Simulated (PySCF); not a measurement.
C4H2ClF. Atoms are numbered in the order given.

```xyz
8

C      2.2301    -1.1645     0.0000
C      1.1665    -0.5890     0.0000
C     -0.0875     0.1009     0.0000
Cl    -0.0480     1.8372     0.0000
C     -1.2760    -0.5162     0.0000
F     -1.3691    -1.8387     0.0000
H      3.1753    -1.6794     0.0000
H     -2.2355     0.0081     0.0000
```

Geometry optimised at ωB97X-D3(BJ)/def2-SVP. The structure was generated by enumeration; whether it is a known compound was not checked.

Method: PySCF with PBE/pcSseg-1.

GIAO shieldings, no solvent; atoms alike by connectivity are averaged. δ = σ(ref) − σ: ¹³C against TMS (σ = 182.0 ppm); ³⁵Cl against HCl (σ = 936.5 ppm); ¹⁹F against CFCl3 (σ = 133.6 ppm); ¹H against TMS (σ = 31.49 ppm), references at their B3LYP-D3(BJ)/def2-TZVP geometries, non-relativistic (without spin–orbit terms, shifts of atoms bonded to Cl or Br come out too high).

Computed chemical shifts:
| nucleus | atoms | count | δ (ppm) |
|---|---|---|---|
| ¹³C | C5 | 1 | 166.7 |
| ¹³C | C3 | 1 | 115.0 |
| ¹³C | C1 | 1 | 97.2 |
| ¹³C | C2 | 1 | 80.9 |
| ³⁵Cl | Cl4 | 1 | 213.5 |
| ¹⁹F | F6 | 1 | -122.2 |
| ¹H | H8 | 1 | 7.58 |
| ¹H | H7 | 1 | 3.86 |
